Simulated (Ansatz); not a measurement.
Relaxation of ClH8NO2SiSn (14 atoms, charge 0, multiplicity 1), to a largest force component of 0.03 eV/Å in at most 50 steps.

Theory: Ansatz, RKS PBE/def2-SVP.

```xyz
14
Properties=species:S:1:pos:R:3
Sn -0.203 -0.189 -0.087
Cl -0.490 -0.210 2.301
O 1.751 -0.240 -0.535
H 2.002 -1.178 -0.651
H -1.028 1.097 -0.865
O -0.895 -1.986 -0.643
H -1.131 -2.480 0.165
N 1.476 2.334 1.196
H 2.164 1.722 0.747
Si 0.899 3.828 0.514
H 0.164 3.657 -0.800
H -0.060 4.418 1.510
H 2.027 4.793 0.253
H 1.007 1.860 1.994
```

Task: Where does it end, and by what steps?

Result: It converged. The force dipped under the threshold on the way, but the program's further checks kept it going. After 18 steps the energy has fallen by 0.321 eV; H12 moved furthest, 0.73 Å. Joined: Sn1–N8 (3.29 → 2.50 Å).

| step | energy less start (eV) | largest force component (eV/Å) | accepted |
| --- | --- | --- | --- |
| 0 | 0.0000 | 0.515 | yes |
| 1 | -0.0929 | 0.484 | yes |
| 2 | -0.2076 | 0.907 | yes |
| 3 | -0.1490 | 1.919 | no |
| 4 | -0.2634 | 0.462 | yes |
| 5 | -0.2919 | 0.214 | yes |
| 6 | -0.2919 | 0.180 | no |
| 7 | -0.3004 | 0.067 | yes |
| 8 | -0.3044 | 0.031 | yes |
| 9 | -0.3088 | 0.078 | yes |
| 10 | -0.3100 | 0.180 | yes |
| 11 | -0.3129 | 0.110 | yes |
| 12 | -0.3171 | 0.021 | yes |
| 13 | -0.3185 | 0.102 | yes |
| 14 | -0.3191 | 0.096 | yes |
| 15 | -0.3203 | 0.056 | yes |
| 16 | -0.3208 | 0.030 | yes |
| 17 | -0.3210 | 0.017 | yes |
| 18 | -0.3211 | 0.012 | yes |

```xyz
14
Properties=species:S:1:pos:R:3
Sn -0.128 0.086 0.116
Cl -0.426 -0.222 2.500
O 1.761 -0.157 -0.571
H 1.800 -1.065 -0.935
H -1.168 1.218 -0.666
O -0.799 -1.736 -0.456
H -0.932 -2.266 0.355
N 1.228 2.016 0.937
H 2.094 1.607 0.546
Si 0.851 3.691 0.438
H 0.774 3.696 -1.059
H -0.474 4.040 1.049
H 1.892 4.678 0.894
H 1.213 1.839 1.952
```

Whether the end is a true minimum wasn't checked by a vibrational analysis.

Time of the run: 49 s on 4 threads of Arm Neoverse V1, with other jobs on the host, peak memory 0.23 GiB.
